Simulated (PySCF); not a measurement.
Choosing a molecule for a target property.

All species are isolated and taken at one optimised geometry, non-relativistic unless stated; the electronic structure was computed with PySCF and density fitting.

Dipoles, sizes and rotational constants follow the conformer. The torsions of the flexible species, by atom-mapped SMILES:
- `[CH3:1][O:2][C@H:3]([CH2:4][F:5])[C:6]([NH2:7])=[O:8]`: C1–O2–C3–C4 -71°, O2–C3–C4–F5 84°, O2–C3–C6–N7 -16°, H–N7–C6–C3 7°, H–N7–C6–C3 178°
- `[CH3:1][CH2:2][CH2:3][c:4]1[cH:5][c+:6]1[CH3:7]`: C1–C2–C3–C4 70°, C2–C3–C4–C5 5°
- `[CH3:1][C:2](=[O:3])[O:4][SiH2:5][N:6]([CH3:7])[CH3:8]`: C1–C2–O4–Si5 -178°, C2–O4–Si5–N6 174°, O4–Si5–N6–C7 -175°
- `[NH2:1][Si:2]1([NH2:3])[CH2:4][CH2:5][C@@H:6]1[CH:7]=[O:8]`: C5–C6–C7–O8 165°, H–N1–Si2–N3 -174°, H–N1–Si2–N3 -38°, H–N3–Si2–N1 -42°, H–N3–Si2–N1 178°

Question: Wanted: static isotropic polarisability above 70 au (PBE0/def2-SVPD) and smallest rotational constant above 1 GHz (GFN2-xTB), at GFN2-xTB geometries. Which candidate meets both?
A. `CCCc1c[c+]1C`
B. `CC(=O)O[SiH2]N(C)C`
C. `C(=O)([C@@H](CF)OC)N`
D. `C/C(F)=C\C#N`

Answer: A. Computed values:
| species | static isotropic polarisability | smallest rotational constant |
| --- | --- | --- |
| C/C(F)=C\C#N | 54.0 au | 1.791 GHz |
| C(=O)([C@@H](CF)OC)N | 65.9 au | 1.067 GHz |
| CCCc1c[c+]1C | 73.5 au | 1.204 GHz |
| CC(=O)O[SiH2]N(C)C | 88.4 au | 0.759 GHz |

Question: Wanted: electronic spatial extent ⟨r²⟩ about the centre of nuclear charge between 800 bohr² and 1100 bohr² (PBE0/def2-SVPD) and lowest singlet excitation above 5.8 eV (TDDFT PBE0/def2-SVPD), at GFN2-xTB geometries. Which candidate meets both?
A. `N[Si]1(N)CC[C@@H]1C=O`
B. `CCCC1=C[C+]1C`
C. `C/C(F)=C\C#N`
D. `CO[C@H](CF)C(N)=O`

Answer: B. Computed values:
```
              species  electronic spatial extent ⟨r²⟩ about the centre of nuclear charge  lowest singlet excitation
         C/C(F)=C\C#N                                                          616 bohr²                    6.28 eV
        CCCC1=C[C+]1C                                                         1029 bohr²                    5.96 eV
    CO[C@H](CF)C(N)=O                                                         1055 bohr²                    5.74 eV
N[Si]1(N)CC[C@@H]1C=O                                                         1169 bohr²                    4.27 eV
```
